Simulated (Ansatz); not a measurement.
Ansatz (a first-principles code) input (PBE/def2-TZVPD):

Ansatz 0.2 input:
```yaml
crystal:
  periodic: [false, false, false]
  atoms:
    - {symbol: C, position_ang: [2.32027003, 1.44131863, 0.18638466]}
    - {symbol: Si, position_ang: [1.79047168, -0.19802163, -0.54540310]}
    - {symbol: N, position_ang: [0.37623135, -0.85812908, 0.20356150]}
    - {symbol: Si, position_ang: [-1.29614796, -0.48941493, -0.07633401]}
    - {symbol: C, position_ang: [-2.25841036, -0.72160561, 1.51249473]}
    - {symbol: C, position_ang: [-1.42403770, 1.26701835, -0.71015427]}
    - {symbol: H, position_ang: [1.54003260, 2.19447104, 0.06048770]}
    - {symbol: H, position_ang: [2.52624855, 1.34394232, 1.25432751]}
    - {symbol: H, position_ang: [3.22530170, 1.80968120, -0.30334322]}
    - {symbol: H, position_ang: [2.88407861, -1.18852320, -0.37961268]}
    - {symbol: H, position_ang: [1.54084286, 0.00333814, -1.99593447]}
    - {symbol: H, position_ang: [0.55072685, -1.64389777, 0.81453841]}
    - {symbol: H, position_ang: [-1.88666637, -1.39387292, -1.10241875]}
    - {symbol: H, position_ang: [-3.32280619, -0.53343412, 1.35319488]}
    - {symbol: H, position_ang: [-2.15938179, -1.74233988, 1.88996270]}
    - {symbol: H, position_ang: [-1.90361988, -0.03949678, 2.28818333]}
    - {symbol: H, position_ang: [-1.08447611, 1.98392516, 0.04027369]}
    - {symbol: H, position_ang: [-2.46130439, 1.50344902, -0.95786821]}
    - {symbol: H, position_ang: [-0.83005998, 1.41338522, -1.61475289]}
basis:
  gaussian:
    orbitals: def2-TZVPD
hamiltonian:
  xc: {name: PBE}
magnetization: {spin_polarized: true, initial_magnetization: 2}
```

Output:

```
Functional definition: PBE
integrals: 0.47 GiB planned
1914 factors; their error is unknown
0.56 GiB of the device are held for the grids
2.59 GiB of device memory are held for the factors and their scratch space
mean field: 3.09 GiB planned
mean field evaluation 1: about -20517.6703 eV, gradient 8.8e1 eV
mean field evaluation 2: about -20388.6427 eV, gradient 1.6e2 eV
mean field evaluation 4: about -20544.6693 eV, gradient 3.7e1 eV
mean field evaluation 8: about -20552.7692 eV, gradient 1.9e0 eV
mean field evaluation 16: about -20552.7356 eV, gradient 1.6e-2 eV
mean field evaluation 32: about -20552.7356 eV, gradient 1.2e-5 eV
mean field evaluation 64: about -20551.2177 eV, gradient 3.3e0 eV
mean field evaluation 96: about -20552.7090 eV, gradient 1.3e0 eV
mean field -20552.73558304 eV, -755.2991015322 hartree, gradient 1.2e-5 eV, S^2 2.003317; 4 other end points of the search recorded, 0 dependent functions left out
reference -20552.73567603 eV, -755.2991049495 hartree; 34, 32 occupied and 317, 319 virtual orbitals, 1914 factors
Total energy: -20552.73567603 eV, -755.2991049495 hartree
```

This state (charge 0, triplet) is run at the relaxed geometry of the species with charge 0 and multiplicity 1, and is a spin state other than that species' own.
